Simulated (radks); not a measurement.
Q: The tellurium ion Te13+ is in [Kr] 4d(3/2: 3, 5/2: 0). Method: Dirac Kohn-Sham, PBE, spin-unpolarised, spherical densities, finite nucleus; Fermi nuclear charge, rms radius of each element as measured or else 0.836 A^(1/3) + 0.57 fm; computed with a radial shooting solver on a logarithmic mesh with Libxc functionals. Sub-shells are occupied by j as written (lower j first in brackets). One electron is removed from 4p1/2, 4d3/2, 4s1/2, 4p3/2 in turn, with full relaxation. Which removal costs least, and what does each cost?

A: 4d3/2 299.61 eV; 4p3/2 375.48 eV; 4p1/2 387.42 eV; 4s1/2 433.18 eV. The 4d3/2 electron leaves first.
